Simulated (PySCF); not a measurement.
O3W, singlet, at a GFN2-xTB geometry (such geometries of metal compounds can be far from the true shape) (core potentials on W). Base run: B3LYP/def2-SV(P) in PySCF.

Here is a job for PySCF.
```python
from pyscf import gto, scf, dft

mol = gto.M(
    atom='''
W     0.00000000   -0.00000000    0.00000000
O     1.55326011   -0.32437699   -0.69267094
O    -0.50238238   -0.83765245    1.42953865
O    -1.05087773    1.16202943   -0.73686771
''',
    basis='def2-sv(p)',
    ecp={'W': 'def2-sv(p)'},
    verbose=4,
)

mf = dft.RKS(mol)
mf.xc = 'b3lyp'
mf.kernel()
mf.analyze()
```

The base run was repeated with changes; each row names its change, and settings that it needs were set with it.

```
change                                                                                                                   basis functions        E (Eh)  HOMO (eV)  HOMO-LUMO gap (eV)
-----------------------------------------------------------------------------------------------------------------------  ---------------  ------------  ---------  ------------------
base                                                                                                                                  67    -292.59788      -9.07                2.58
basis = x2c-TZVPall; relativity = none (without ecp={'W': 'def2-sv(p)'})                                                             174  -15043.73379      -8.96                4.36
basis = x2c-SVPall; relativity = spin-free X2C; nucleus = Gaussian (with nucmod='G'; without ecp={'W': 'def2-sv(p)'})                108  -16368.87197      -9.33                2.70
basis = x2c-SVPall; relativity = none (without ecp={'W': 'def2-sv(p)'})                                                              108  -13879.17554     -10.64                4.69
basis = ANO-RCC-VDZP; relativity = spin-free X2C; nucleus = Gaussian (with nucmod='G'; without ecp={'W': 'def2-sv(p)'})              110  -16369.42104      -9.36                2.67
basis = x2c-TZVPall; relativity = spin-free X2C; nucleus = Gaussian (with nucmod='G'; without ecp={'W': 'def2-sv(p)'})               174  -16369.94689      -9.22                2.78
basis = ANO-RCC-VDZP; relativity = spin-free X2C (without ecp={'W': 'def2-sv(p)'})                                                   110  -16371.71378      -9.36                2.66
basis = x2c-SVPall; relativity = spin-free X2C (without ecp={'W': 'def2-sv(p)'})                                                     108  -16370.75874      -9.33                2.70
basis = ANO-RCC-VDZP; relativity = none (without ecp={'W': 'def2-sv(p)'})                                                            110  -13716.98780     -10.66                4.88
basis = x2c-TZVPall; relativity = spin-free X2C (without ecp={'W': 'def2-sv(p)'})                                                    174  -16371.89946      -9.22                2.78
```

Absolute energies of different levels of theory aren't comparable as measures of quality.

Basis sets contracted for a relativistic Hamiltonian are a mismatch without it, so the rows without relativity aren't non-relativistic limits. No row has spin-orbit coupling; sets with core potentials leave out the core electrons.
